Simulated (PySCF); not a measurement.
Two structures of GaH₃S, closed shell, reached by relaxing down either side of one saddle point (PBE0-D4/def2-TZVP). Energies are electronic, without zero-point energy. Program: PySCF 2.14 with density fitting (its default auxiliary sets; JK sets also for MP2 and CCSD(T)). Basis: def2-TZVPP and def2-QZVPP. Cores are frozen in the correlated methods. Filled d shells of the heavier atoms are correlated. The def2 sets are not built for correlating such inner shells, so the correlated values are less sure here. Extrapolation: Hartree–Fock as exp(−7.88 √X), correlation as X^−2.97. First:

```csv
atom,x (Å),y (Å),z (Å)
Ga1,-0.1906,-0.5858,0.2776
S2,-0.3865,1.2552,-0.9083
H3,1.1787,-0.8702,0.9697
H4,-1.4661,-1.4800,0.3331
H5,0.8700,1.6727,-0.6840
```

Second:

```xyz
5
angstrom
Ga -0.7059 -0.3144 1.8681
S 0.3885 -0.4958 -0.7401
H 1.7078 -0.2600 -0.6452
H -1.9715 0.1164 0.8321
H 0.1130 0.7558 -1.1352
```

(1) Which bonds change from the first to the second?

(2) Give the saddle point's structure and its height above each. (Judge from chemistry; the value comes from the calculation.)

T1 diagnostic: at most 0.017. The restricted Hartree–Fock reference is unstable towards an unrestricted one at one or more of these structures.

Results:

(1) GaH₃S ([SH][GaH2]) → GaH + H₂S; bonds formed: S2–H3; bonds broken: Ga1–S2, Ga1–H3.

(2) Computed: 2.507 eV above the first and 0.966 eV above the second (CCSD(T) at an estimated basis limit (MP2 extrapolated from triple and quadruple zeta, plus CCSD(T) − MP2 in triple zeta)).
```xyz
5
angstrom
Ga -0.4682 -0.8146 0.8122
S 0.3078 0.7818 -1.0301
H 0.9524 -0.4788 0.0651
H -1.9994 -0.9153 0.4239
H 1.2075 1.4270 -0.2710
```

Labels in which every atom is bracketed show which atoms are joined, not bond orders.

For scale, one of the runs: CCSD(T)/def2-TZVPP, 132 basis functions, launched by `OMP_NUM_THREADS=4 python run.py`. Time: 61 s of wall clock on 4 CPU threads of an Arm Neoverse V2; the host was shared. Peak host memory: 0.72 GiB.
